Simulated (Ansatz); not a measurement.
`[SiH2]/C=C/[SiH3]` radical, 11 atoms. Total charge 0; spin multiplicity 2. All runs use 4 threads of an Arm Neoverse V2 on a shared host. Correlated methods freeze the cores. Open-shell runs search over several starts.

(1) Give the basis size and wall time and peak host memory of each of these runs in Ansatz. UKS PBE0-D4/def2-TZVP relaxation (8 steps); UKS ωB97M-V/def2-QZVPP energy; UKS BLYP-D4/def2-TZVPP energy; UHF-CCSD(T)/def2-TZVPP energy; UHF-CCSD(T)/def2-SVP energy; UKS PBE0-D4/def2-TZVP frequencies; UKS LC-ωPBE/def2-TZVPP energy; UKS HSE06 (plane-wave form)-D4/def2-TZVPP energy; direct RPA on PBE orbitals/def2-TZVPP energy; UKS SPW92 (LDA)/def2-TZVPP energy; UHF-MP2/def2-QZVPP energy; UKS PBE0-D4/def2-QZVPP energy. (Estimate.)

Answers

(1) Computed: Other jobs shared the machine, so times are rough.

| level | job | functions | wall time | peak host memory (GiB) |
| --- | --- | --- | --- | --- |
| UKS SPW92 (LDA)/def2-TZVPP | energy | 244 | 1.5 s | 0.35 |
| UKS BLYP-D4/def2-TZVPP | energy | 244 | 2.6 s | 0.37 |
| UKS LC-ωPBE/def2-TZVPP | energy | 244 | 3.9 s | 0.55 |
| UKS HSE06 (plane-wave form)-D4/def2-TZVPP | energy | 244 | 5.5 s | 0.83 |
| direct RPA on PBE orbitals/def2-TZVPP | energy | 244 | 6 s | 0.74 |
| UHF-CCSD(T)/def2-SVP | energy | 99 | 7.5 s | 0.71 |
| UKS PBE0-D4/def2-QZVPP | energy | 464 | 15 s | 2.2 |
| UHF-MP2/def2-QZVPP | energy | 464 | 26 s | 2.8 |
| UKS PBE0-D4/def2-TZVP | relaxation (8 steps) | 178 | 27 s | 0.52 |
| UKS ωB97M-V/def2-QZVPP | energy | 464 | 30 s | 2.8 |
| UKS PBE0-D4/def2-TZVP | frequencies | 178 | 2 min | 0.51 |
| UHF-CCSD(T)/def2-TZVPP | energy | 244 | 18 min | 4.3 |

LC-ωPBE has ω = 0.4 bohr⁻¹. The UHF reference is spin-contaminated (⟨S²⟩ = 0.91, T1 = 0.029).
